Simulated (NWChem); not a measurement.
The numbers come from NWChem runs, not from measurements. System: ClCu, charge 0, spin multiplicity 1, at a geometry optimised with PBE0/def2-SVP. The structure started from a generated list of species. Level: EOM-CCSD/def2-SVPD, 14 core orbitals frozen.

The NWChem input:

```
start mol
memory heap 100 mb stack 700 mb global 1900 mb
geometry units angstroms nocenter noautoz
  Cu     0.000000     0.000000    -0.769842
  Cl     0.000000     0.000000     1.313260
  symmetry group C2v
end
basis spherical
  * library def2-svpd
end
scf
  rhf
  nopen 0
  maxiter 100
  thresh 1e-7
  semidirect memsize 60000000 filesize 0
end
tce
  freeze core 14
  ccsd
  nroots 1
  2eorb
  2emet 13
  thresh 1e-5
  maxiter 200
  tilesize 24
  dipole
end
task tce energy
```

Output (cleaned and shortened):

```
             Northwest Computational Chemistry Package (NWChem) 7.3.0
             --------------------------------------------------------

                                NWChem Input Module
                                -------------------

 Scaling coordinates for geometry "geometry" by  1.889725989
 (inverse scale =  0.529177249)

 Turning off AUTOSYM since
 SYMMETRY directive was detected!

                             Geometry "geometry" -> ""
                             -------------------------

 Output coordinates in angstroms (scale by  1.889725989 to convert to a.u.)

  No.       Tag          Charge          X              Y              Z
 ---- ---------------- ---------- -------------- -------------- --------------
    1 Cu                  29.0000     0.00000000     0.00000000    -0.76984200
    2 Cl                  17.0000     0.00000000     0.00000000     1.31326000

 Effective nuclear repulsion energy (a.u.)     125.2384106764

            Nuclear Dipole moment (a.u.)
            ----------------------------
        X                 Y               Z
 ---------------- ---------------- ----------------
     0.0000000000     0.0000000000     0.0000037795

      Symmetry information
      --------------------

 Group name             C2v
 Group number             16
 Group order               4
 No. of unique centers     2

      Symmetry unique atoms

     1    2


 Summary of "ao basis" -> "" (spherical)
 ------------------------------------------------------------------------------
       Tag                 Description            Shells   Functions and Types
 ---------------- ------------------------------  ------  ---------------------
 *                         def2-svpd                  on all atoms

 Summary of "ao basis" -> "ao basis" (spherical)
 ------------------------------------------------------------------------------
       Tag                 Description            Shells   Functions and Types
 ---------------- ------------------------------  ------  ---------------------
 Cu                        def2-svpd                12       34   5s4p2d1f
 Cl                        def2-svpd                11       27   5s4p2d

                                 NWChem SCF Module
                                 -----------------

  ao basis        = "ao basis"
  functions       =    61
  atoms           =     2
  closed shells   =    23
  open shells     =     0
  charge          =   0.00
  wavefunction    = RHF
  use symmetry    = T
  symmetry adapt  = T

 Summary of "ao basis" -> "ao basis" (spherical)
 ------------------------------------------------------------------------------
       Tag                 Description            Shells   Functions and Types
 ---------------- ------------------------------  ------  ---------------------
 Cu                        def2-svpd                12       34   5s4p2d1f
 Cl                        def2-svpd                11       27   5s4p2d

      Symmetry analysis of basis
      --------------------------

        a1         28
        a2          5
        b1         14
        b2         14

 Forming initial guess at       0.0s

      Superposition of Atomic Density Guess
      -------------------------------------

 Sum of atomic energies:       -2098.01514901

      Non-variational initial energy
      ------------------------------

 Total energy =   -2097.799896
 1-e energy   =   -3166.496089
 2-e energy   =     943.457783
 HOMO         =      -0.453240
 LUMO         =      -0.170770
[...]
 ------------------------------------

 Singles contributions
    24a1  (alpha) ---    16b1  (alpha)        0.6752300810
    24a1  (alpha) ---    23b1  (alpha)        0.5048216964
    28a1  (alpha) ---    16b1  (alpha)        0.3566607707
    28a1  (alpha) ---    23b1  (alpha)        0.2055682725

 Doubles contributions

 =========================================
 Excited-state calculation ( b2  symmetry)
 =========================================
 Dim. of EOMCC iter. space      500

 EOMCCSD SOLVER TYPE  1
  maxdiff =   0.37243642568644769

 No. of initial right vectors    1

 EOM-CCSD right-hand side iterations
 --------------------------------------------------------------
      Residuum       Omega / hartree  Omega / eV    Cpu    Wall
 --------------------------------------------------------------

 Iteration   1 using    1 trial vectors
   0.5194849305034   0.2765219757761    7.52455     0.3     0.3

 Iteration   2 using    2 trial vectors
   0.1296493930388   0.1724642157776    4.69299     0.2     0.2

 Iteration   3 using    3 trial vectors
   0.1364660003154   0.1577423071298    4.29239     0.2     0.2

 Iteration   4 using    4 trial vectors
   0.1185884397752   0.1355303331764    3.68797     0.2     0.2

 Iteration   5 using    5 trial vectors
   0.0919746752367   0.1156907361120    3.14811     0.2     0.2

 Iteration   6 using    6 trial vectors
   0.0653420588224   0.1010977934726    2.75101     0.2     0.2

 Iteration   7 using    7 trial vectors
   0.0234179346148   0.1002011389257    2.72661     0.2     0.2

 Iteration   8 using    8 trial vectors
   0.0106164013762   0.0996172942566    2.71073     0.2     0.2

 Iteration   9 using    9 trial vectors
   0.0045450550088   0.0995027600581    2.70761     0.2     0.2

 Iteration  10 using   10 trial vectors
   0.0027802489285   0.0995548273197    2.70903     0.2     0.2

 Iteration  11 using   11 trial vectors
   0.0010405938076   0.0994900259483    2.70726     0.2     0.2

 Iteration  12 using   12 trial vectors
   0.0005417200200   0.0994942591631    2.70738     0.2     0.2

 Iteration  13 using   13 trial vectors
   0.0002188572678   0.0994997165528    2.70753     0.2     0.2

 Iteration  14 using   14 trial vectors
   0.0001207600148   0.0994945611764    2.70739     0.2     0.2

 Iteration  15 using   15 trial vectors
   0.0000597331282   0.0994960425662    2.70743     0.2     0.2

 Iteration  16 using   16 trial vectors
   0.0000311503906   0.0994963671497    2.70744     0.2     0.2

 Iteration  17 using   17 trial vectors
   0.0000159467701   0.0994958253239    2.70742     0.2     0.2

 Iteration  18 using   18 trial vectors
   0.0000079125365   0.0994962327864    2.70743     0.2     0.2
 --------------------------------------------------------------
 Iterations converged
 ------------------

 Excited state root  1
 Excitation energy / hartree =        0.099496232786417
                   / eV      =        2.707431400809013
 largest EOMCCSD amplitudes: R1 and R2

 Singles contributions
    24a1  (alpha) ---    17b2  (alpha)       -0.6752300810
    24a1  (alpha) ---    22b2  (alpha)        0.5048216964
    28a1  (alpha) ---    17b2  (alpha)       -0.3566607707
    28a1  (alpha) ---    22b2  (alpha)        0.2055682725

 Doubles contributions

 No. of initial left vectors    1

 EOM-CCSD left-hand side iterations
 --------------------------------------------------------------
      Residuum       Omega / hartree  Omega / eV    Cpu    Wall
 --------------------------------------------------------------

 Iteration   1 using    1 trial vectors
   0.5956578717605   0.2765219757761    7.52455     0.4     0.4

 Iteration   2 using    2 trial vectors
   0.1384311057262   0.1741103616235    4.73779     0.4     0.4

 Iteration   3 using    3 trial vectors
   0.1510022013772   0.1578161781447    4.29440     0.4     0.4

 Iteration   4 using    4 trial vectors
   0.1319584667801   0.1344048066223    3.65734     0.4     0.4

 Iteration   5 using    5 trial vectors
   0.0930988611536   0.1142182721770    3.10804     0.4     0.4

 Iteration   6 using    6 trial vectors
   0.0684896869794   0.0991031352396    2.69673     0.4     0.4

 Iteration   7 using    7 trial vectors
   0.0239577508586   0.1010025691884    2.74842     0.4     0.4

 Iteration   8 using    8 trial vectors
   0.0105430174743   0.0994232857262    2.70545     0.4     0.4

 Iteration   9 using    9 trial vectors
   0.0045327180602   0.0994501308465    2.70618     0.4     0.4

 Iteration  10 using   10 trial vectors
   0.0029585587542   0.0996267998745    2.71098     0.4     0.4

 Iteration  11 using   11 trial vectors
   0.0010266244758   0.0994587700104    2.70641     0.4     0.4

 Iteration  12 using   12 trial vectors
   0.0005523391656   0.0995025709052    2.70760     0.4     0.4

 Iteration  13 using   13 trial vectors
   0.0002092245716   0.0995014712148    2.70757     0.4     0.4

 Iteration  14 using   14 trial vectors
   0.0001210603019   0.0994911165982    2.70729     0.4     0.4

 Iteration  15 using   15 trial vectors
   0.0000614365977   0.0994976430556    2.70747     0.4     0.4

 Iteration  16 using   16 trial vectors
   0.0000293105996   0.0994960879560    2.70743     0.4     0.4

 Iteration  17 using   17 trial vectors
   0.0000172480478   0.0994957546746    2.70742     0.4     0.4

 Iteration  18 using   18 trial vectors
   0.0000082474348   0.0994964315789    2.70744     0.4     0.4
 --------------------------------------------------------------
 Iterations converged

 Excited state root  1
 Excitation energy / hartree =        0.099496232786417
                   / eV      =        2.707431400809013

 EOM-CCSD transition moments / hartree
 --------------------------------------------
 X    0.0000000 Y    0.4000370 Z    0.0000000
 Oscillator Strength                0.0106149
 --------------------------------------------

 EOM-CCSD dipole moments / hartree & Debye
 ------------------------------------
   X         0.0000000      0.0000000
   Y         0.0000000      0.0000000
   Z         0.6824202      1.7345521
 Total       0.6824202      1.7345521
 ------------------------------------

 Singles contributions
    24a1  (alpha) ---    17b2  (alpha)       -0.6752300810
    24a1  (alpha) ---    22b2  (alpha)        0.5048216964
    28a1  (alpha) ---    17b2  (alpha)       -0.3566607707
    28a1  (alpha) ---    22b2  (alpha)        0.2055682725

 Doubles contributions

 Task  times  cpu:       56.3s     wall:       56.3s

 Total times  cpu:       56.3s     wall:       56.3s
```
